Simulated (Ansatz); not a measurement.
`Cl[SiH2]Br` + H₂ → `[SiH3]Br` + HCl at 500 K and 1 bar (hydrogenolysis of the Si–Cl bond).

Gas-phase electronic energies from Ansatz, PBE0-D4/def2-TZVP geometries. CCSD(T)/CBS adds triple-zeta CCSD(T) − MP2 to the extrapolated MP2 energy (def2 sets, frozen cores). This one scheme is used for every species. For Br outer-core shells are correlated without core-valence functions, which leaves a few kJ/mol of doubt a bond. Scalar relativity is left out up to krypton.

| species | CCSD(T)/CBS energy (Eh) | H − E (kJ/mol) | S (J/(mol·K)) |
| --- | --- | --- | --- |
| `Cl[SiH2]Br` | -3323.46904 | 80.9 | 341.7 |
| H₂ | -1.17544 | 41.0 | 145.5 |
| `[SiH3]Br` | -2864.23411 | 91.6 | 294.2 |
| HCl | -460.38127 | 32.5 | 201.9 |

H − E and S are ideal-gas, rigid-rotor, harmonic terms from PBE0-D4/def2-TZVP. The MP2-based limit puts H₂ 0.8 mEh under its directly extrapolated value; such offsets cancel only in part. 1 Eh = 2625.50 kJ/mol, R = 8.31446 J/(mol·K).

By hand: ΔE, ΔH, ΔS and ΔG.

ΔE = (-2864.23411) + (-460.38127) − (-3323.46904) − (-1.17544) = 0.02910 Eh = 76.4 kJ/mol. Δ(H − E) = 91.6 + 32.5 − 80.9 − 41.0 = 2.2, so ΔH = 78.6 kJ/mol. ΔS = 294.2 + 201.9 − 341.7 − 145.5 = 8.9 J/(mol·K). ΔG = 78.6 − 500 × (8.9)/1000 = 74.1 kJ/mol.

By hand: the equilibrium constant, and the temperature at which ΔG would vanish if ΔH and ΔS stayed fixed.

log₁₀ K = −ΔG/(RT ln 10) = -7.7. ΔG = 0 at ΔH/ΔS = 8831 K, far beyond where these terms or the molecules hold.

The number of gas molecules stays the same, so ΔS is small and ΔH decides. A doubt of 5 kJ/mol in ΔE shifts log₁₀ K by 0.5 here. These are equilibria of isolated gas molecules and say nothing of rates. Largest T1 diagnostic: 0.008 (customary marks: 0.02 for closed shells, 0.045 for open ones).
